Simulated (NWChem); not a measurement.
Isomers of C$_{3}$H$_{10}$Si, each optimised at PBE0/def2-SVP with NWChem, gas phase unless a solvent is named. Flexible species stand in one conformer each, which need not be the lowest.  Relative energies count from the lowest isomer at each level and are electronic, without zero-point energy, on those geometries.

A: C[SiH](C)C
B: CCC[SiH3]
C: CC[SiH2]C
D: CC(C)[SiH3]

| quantity | A | B | C | D |
|---|---|---|---|---|
| relative energy, r2SCAN/def2-SVP (kcal/mol) | 0.0 | ? | 11.8 | 21.3 |
| orbital gap (eV), PBE0/def2-SVP | 10.18 | ? | 9.75 | 9.24 |
| highest harmonic frequency (cm⁻¹), PBE0/def2-SVP | 3161 | ? | 3166 | 3140 |
| SMD solvation free energy in toluene, PBE0/def2-SVP (kcal/mol) | -1.3 | ? | -1.9 | -2.0 |

Task: Fill in the missing entries.

Result: 
- relative energy, r2SCAN/def2-SVP (kcal/mol), B: 20.3
- orbital gap (eV), PBE0/def2-SVP, B: 9.73
- highest harmonic frequency (cm⁻¹), PBE0/def2-SVP, B: 3147
- SMD solvation free energy in toluene, PBE0/def2-SVP (kcal/mol), B: -2.3
